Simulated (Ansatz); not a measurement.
CH₅Cl₂InS (`[CH3][In-]([SH2+])([Cl])[Cl]`), charge 0, multiplicity 1.

**Question.** Give a relaxed structure at PBE0-D4/def2-TZVP (Ansatz). (Best estimate.)

**Answer.** Ansatz gave: 
Z-matrix (Å, degrees):
```
C
In 1 2.130
H 1 1.090 2 109.1
H 1 1.089 2 109.5 3 119.6
H 1 1.089 2 109.5 3 -119.6
S 2 2.802 1 107.4 3 179.0
Cl 2 2.357 1 122.8 3 -78.3
Cl 2 2.357 1 122.8 3 76.2
H 6 1.346 2 87.6 1 133.8
H 6 1.346 2 87.6 1 -133.2
```
Point group Cs.
This is one stationary point; other conformers may exist.
